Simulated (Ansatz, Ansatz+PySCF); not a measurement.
```xyz
2

H     0.0000    0.0000   -1.4932
Br    0.0000    0.0000    0.0427
```

RHF-MP2 on singlet HBr was run in several spherical basis sets with Ansatz (development build ahead of 0.2.0). Frozen core: 9 orbitals.

(1) Rank the basis sets by the total energy that they give, lowest first, with the distance from the lowest.
A. cc-pVDZ
B. def2-SVP
C. cc-pVTZ
D. def2-TZVP
E. 6-31G(d)

Results:

(1) C (0.00 eV), D (0.01 eV), A (4.78 eV), E (9.51 eV), B (9.79 eV).

Totals follow the description of the cores as much as that of the bonds, so this order isn't one of quality for chemistry.
